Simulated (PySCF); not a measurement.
Gas-phase reaction: SeO2 + 4 HF → SeF4 + 2 H2 + 2 O

Computed with PySCF and rigid-rotor harmonic-oscillator thermochemistry at 1 bar. † marks an energy on the PBE0/def2-TZVP geometry and frequencies; other levels use their own. MP2 and CCSD(T) freeze the core. Open shells (unrestricted): O (multiplicity 3); the rest are closed-shell singlets. Spin-orbit splitting is ignored; it lowers the true energy and changes the entropy of O. B3LYP is the form with VWN-RPA correlation. Se: all electrons, no relativistic terms. MP2 isn't extrapolated to the basis-set limit. CCSD(T) isn't extrapolated to the basis-set limit. Warning, large T1 diagnostic: SeO2 (CCSD(T)/def2-SVP†).

MP2/def2-SVP† gives ΔH°(298 K) = 919 kJ.

Question: What do B3LYP/def2-TZVP†, CCSD(T)/def2-SVP†, PBE/def2-SVP give?

Answer: B3LYP/def2-TZVP†: 842 kJ; CCSD(T)/def2-SVP†: 834 kJ; PBE/def2-SVP: 854 kJ. For scale, ΔH°(298 K) is 919 kJ at this level, 837 kJ at ωB97M-V/def2-TZVP†, and runs from 310 to 1351 kJ over the 20 levels computed.
